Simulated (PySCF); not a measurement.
Values are calculated unless marked as measured or tabulated.
# Si2B2H7O3

The system: Si2B2H7O3, a small molecule (built as: Si site whose three back bonds go to H, OB(OH)2, BHSiH3); neutral, doublet. The structure, one conformer, was relaxed in the gas phase by PBE0-D3(BJ)/def2-SVP. No frequency run checks that it is a minimum.

SMILES: OB(O)O[SiH]B[SiH3]

```tsv
atom	x (Å)	y (Å)	z (Å)
Si1	-1.069	1.283	-0.664
O2	0.503	1.750	-0.410
B3	1.468	1.229	0.426
O4	1.072	0.500	1.500
O5	2.785	1.458	0.184
B6	-1.714	-0.497	-0.532
Si7	-0.535	-2.041	-0.045
H8	-1.779	2.518	-1.098
H9	1.813	0.137	1.995
H10	2.919	1.973	-0.618
H11	-2.897	-0.631	-0.747
H12	0.905	-1.831	-0.412
H13	-0.972	-3.302	-0.730
H14	-0.580	-2.307	1.431
```

EPR values by unrestricted B3LYP, IGLO-III on B O Si, pcH-1 on H.

Q: Predict g and the largest hyperfine couplings. Where does the spin sit?

A: g = 2.0015, 2.0023, 2.0033. The spin sits on Si1 (62 %, bonded to 1 B + 1 O + 1 H), B6 (40 %, bonded to 2 Si + 1 H) by Mulliken populations.
| atom | isotope | isotropic (MHz) | dipolar, principal values (MHz) |
| --- | --- | --- | --- |
| Si1 | 29Si | -45.2 | -105.4, 51.6, 53.8 |
| B6 | 11B | 9.5 | -20.0, -19.1, 39.1 |
| H14 | 1H | 40.4 | -1.7, -1.0, 2.7 |
| H11 | 1H | -24.2 | -10.4, 0.3, 10.1 |
| H8 | 1H | -24.7 | -7.5, 0.5, 7.0 |
| Si7 | 29Si | 23.2 | -1.4, -0.3, 1.7 |

Q: How do the isotropic couplings move with BHandHLYP?

A: Si1 -45.2 to -61.9 MHz, B6 9.5 to 2.4 MHz, H14 40.4 to 35.4 MHz, H11 -24.2 to -23.8 MHz.
